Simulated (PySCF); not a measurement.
# Ionisation energy of Si⁺ by level of theory

Si⁺ [Ne] 3s2 3p1 (2P) → Si²⁺ [Ne] 3s2 (1S), as a difference of total energies. Calculation: PySCF 2.14, in def2-TZVP; the non-relativistic Hamiltonian (point nucleus). Correlated levels: valence: [Ne] frozen. The calculations carry no spin-orbit coupling.

```json
{"method": "UHF", "ionisation energy (eV)": "15.837", "error (eV)": "-0.485"}
{"method": "r2SCAN", "ionisation energy (eV)": "16.524", "error (eV)": "+0.202"}
{"method": "LDA", "ionisation energy (eV)": "16.373", "error (eV)": "+0.051"}
{"method": "MP2 (valence)", "ionisation energy (eV)": "16.082", "error (eV)": "-0.240"}
{"method": "SCS-MP2 (valence)", "ionisation energy (eV)": "16.069", "error (eV)": "-0.253"}
{"method": "CCSD (valence)", "ionisation energy (eV)": "16.194", "error (eV)": "-0.128"}
{"method": "CCSD(T) (valence)", "ionisation energy (eV)": "16.223", "error (eV)": "-0.099"}
```

Reference: 16.322 eV (measured; NIST levels, between the centres of gravity of the two terms).

Errors of the correlated levels include the incompleteness of this basis and the frozen core.
